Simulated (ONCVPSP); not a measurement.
**Building the ONCV potential for tellurium (Te) (LDA (Perdew-Wang 92), scalar-relativistic).**

```
Element                 : Te (Z = 52)
Generator               : ONCVPSP 4.0.1
Type                    : optimised norm-conserving Vanderbilt (ONCV)
Functional              : LDA (Perdew-Wang 92)
Relativity              : scalar-relativistic
Frozen core             : [Kr]
Valence charge          : 16
Reference configuration : 4d10 5s2 5p2 (charge +2)
Partial waves           : 5s: rc 1.65 bohr, ncon 4, nbas 8, qcut 3.3 1/bohr, 3 projectors, debl 2.8 Ha; 5p: rc 1.80 bohr, ncon 4, nbas 8, qcut 4.3 1/bohr, 3 projectors, debl 2.4 Ha; 4d: rc 1.05 bohr, ncon 3, nbas 7, qcut 8.1 1/bohr, 2 projectors, debl 2.2 Ha
Local potential         : polynomial inside 0.75 bohr (lpopt 5, dvloc0 1 Ha)
Core correction         : Teter function, fcfact 1.5, rcfact 1
```

In the d channel the program set the typed energies aside and used -2.245, 0.250 Ha.

Problem. Does the generator finish with these settings?

Solution. Yes, a potential is produced and its reference levels are reproduced.

Problem. Estimate the cutoffs (Ha) at which the residual kinetic energy of the hardest occupied pseudo-wave falls to 1 and 0.1 mHa per electron.

Solution. 159 Ha and 250 Ha.

Problem. Does the potential have ghost states?

Solution. Ghosts flagged at negative energy: s at -3213.4 eV, s at -65.6 eV, p at -576.8 eV, p at -92.5 eV; GHOST(+) flagged for s at 240.9 eV, d at 380.8 eV. A true bound ghost makes a file unfit for plane-wave use.

Problem. Which valence shell sets the plane-wave cutoff?

Solution. 4d: 159 Ha for 1 mHa per electron, against 15 Ha for 5s.

Problem. Tests: 4d10 5s2 5p4; 4d10 5s2 5p3; 4d10 5s2 5p1; 4d10 5s1 5p5. Which has the largest error in its energy relative to the reference configuration, and how large is it?

Solution. 4d10 5s2 5p4, with +10 meV (all-electron minus pseudo) on -28.08 eV.
